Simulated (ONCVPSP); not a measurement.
## Potentials for Ir (Z = 77) compared

Generated with ld1.x 7.5 (TM, RRKJ, ultrasoft, PAW), atompaw 4.2 or ONCVPSP 4.0.1. The cutoff is in Ry: for ld1.x and atompaw files where the sum of valence levels is converged to 10 mRy in a Bessel basis, for ONCV files where the hardest occupied wave has 1 mHa per electron of residual kinetic energy. The error is the largest all-electron minus pseudo excitation energy over each file’s own four to seven test configurations (ionisations up to +4, promotions, holes and added fractions of an electron), all of which were solved. The labels leave out finer settings (local radius, basis sizes, second energies), which also bear on the numbers. Spin-polarised tests are not counted. The rows are a selection from randomly drawn settings: files with unsolved tests, undetermined cutoffs or missed reference levels are left out.

A true bound ghost makes a file unfit for plane-wave use even where its test errors are small: the radial tests pick states by their node count and pass the ghost by.

| potential | cutoff (Ry) | largest error (meV) | bound ghosts |
| --- | --- | --- | --- |
| ONCV, PBE, scalar-relativistic, rc 1.60/1.90/2.30 (spd), local smoothed, core correction yes, reference 5s2 5p6 5d7 6s1, qcut 9.8/7.8/8.3, projectors 2/2/1 | 58 | -12 | none |
| ONCV, PBE, scalar-relativistic, rc 1.65/1.85/2.05 (spd), local smoothed, core correction yes, reference 5s2 5p6 5d7 6s1.75, qcut 6.1/6.6/7.9, projectors 2/2/2 | 37 | -16 | none |
| ONCV, LDA (Perdew-Wang 92), scalar-relativistic, rc 1.65/1.85/1.85 (spd), local smoothed, core correction yes, reference 5s2 5p6 5d7 6s2, qcut 8.3/9/9.2, projectors 3/2/2 | 46 | -23 | none |
| ONCV, LDA (Perdew-Zunger), scalar-relativistic, rc 1.85/1.20/2.10 (spd), local smoothed, core correction yes, reference 5s2 5p6 5d7 6s2, qcut 6.5/6.9/7.1, projectors 3/2/2 | 134 | -115 | none |
| ONCV, PBE, fully relativistic, rc 1.65/1.30/2.35/0.55 (spdf), local smoothed, core correction yes, reference 4f14 5s2 5p6 5d6, qcut 6.2/6.5/8.1/33.9, projectors 2/2/2/2 | 883 | +4.1 | s |
| ONCV, BLYP, scalar-relativistic, rc 1.50/1.85/2.40 (spd), local smoothed, core correction yes, reference 5s2 5p6 5d7 6s2, qcut 8.6/7.3/6.1, projectors 2/2/2 | 54 | -356 | none |
| ONCV, LDA (Perdew-Wang 92), scalar-relativistic, rc 1.85/1.60/2.10/1.90 (spdf), local smoothed, core correction no, reference 5s2 5p6 5d7 6s1.75, qcut 5.5/10.1/8.5/6.5, projectors 2/2/2/2 | 60 | -15 | none |

(1) Fill in the row for Ir: ONCV, PBEsol, fully relativistic, rc 1.65/1.75/2.35/2.45 (spdf), local smoothed, core correction yes, reference 5s2 5p6 5d7 6s1, qcut 8.8/9/7/4.2, projectors 2/2/3/2.

(2) Fill in the row for Ir: ONCV, PBE, fully relativistic, rc 1.65/1.65/2.35 (spd), local smoothed, core correction yes, reference 5s2 5p6 5d7 6s2, qcut 9.4/8.8/5.9, projectors 2/3/2.

Results:

(1) cutoff 49 Ry, largest error -1.5 meV, bound ghosts: none.

(2) cutoff 55 Ry, largest error -316 meV, bound ghosts: none.
